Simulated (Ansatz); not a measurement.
Start from `F[CH](F)[GaH2]` and change one atom or group to get `FC(F)[SiH3]`.

Ansatz, PBE0-D4/def2-TZVP geometries, multiplicity 1. 

Scalar relativity is left out up to krypton.

| property | `F[CH](F)[GaH2]` |
| --- | --- |
| HOMO–LUMO gap (PBE0/def2-TZVPP) / eV | 5.81 |
| HOMO energy (PBE0/def2-TZVPP) / eV | -7.87 |
| LUMO energy (PBE/def2-TZVPP) / eV | -2.87 |
| HOMO–LUMO gap (B3LYP/def2-TZVPP) / eV | 5.32 |
| HOMO energy (PBE/def2-TZVPP) / eV | -6.44 |
| LUMO energy (B3LYP/def2-TZVPP) / eV | -2.37 |

**Question.** What does the change do to each property? (Estimate.)

**Answer.** The calculation gave: 
```json
{"property": "HOMO–LUMO gap (PBE0/def2-TZVPP) / eV", "`FC(F)[SiH3]`": "9.04", "shift": "3.23"}
{"property": "HOMO energy (PBE0/def2-TZVPP) / eV", "`FC(F)[SiH3]`": "-8.74", "shift": "-0.87"}
{"property": "LUMO energy (PBE/def2-TZVPP) / eV", "`FC(F)[SiH3]`": "-0.51", "shift": "2.36"}
{"property": "HOMO–LUMO gap (B3LYP/def2-TZVPP) / eV", "`FC(F)[SiH3]`": "8.59", "shift": "3.27"}
{"property": "HOMO energy (PBE/def2-TZVPP) / eV", "`FC(F)[SiH3]`": "-7.16", "shift": "-0.72"}
{"property": "LUMO energy (B3LYP/def2-TZVPP) / eV", "`FC(F)[SiH3]`": "0.06", "shift": "2.43"}
```

With PBE0 the HOMO falls by 0.87 eV and the LUMO rises by 2.36 eV, so the gap widens by about 3.23 eV. PBE moves the HOMO by -0.72 eV and ωB97M-V by -0.92 eV. The zero-point energy changes by 32.2 kJ/mol with +3 modes.

B3LYP here is the variant with VWN-RPA as its local correlation; programs differ in this.
